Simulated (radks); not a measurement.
Results of a calculation; reference values are marked as such.
Task: Species: Pd. Configuration: [Kr] 4d9 6p1 (not the ground configuration). Code: a radial shooting solver on a logarithmic mesh with Libxc functionals. Model: Dirac Kohn-Sham, PBE, spin-unpolarised, spherical densities, finite nucleus; open shells fill j = l - 1/2 first; Fermi nuclear charge, rms radius 4.5318 fm.

Spin-orbit splittings of the eigenvalues, e(l+1/2) - e(l-1/2), with zeta = 2 splitting/(2l+1) and mean radii in bohr:

shell  occ.  splitting (eV)  zeta (eV)  <r> j=l-1/2  <r> j=l+1/2
2p        6           159.4      106.3       0.1171       0.1221
3p        6               ?          ?       0.3712       0.3820
3d       10           5.539      2.216       0.3556       0.3591
4p        6           4.452      2.968        1.019        1.051
4d        9          0.4785     0.1914        1.451        1.473
6p        1         0.02864    0.01909        11.27        11.40

Estimate the 3p splitting.

Result: 27.78 eV (zeta = 18.52 eV).
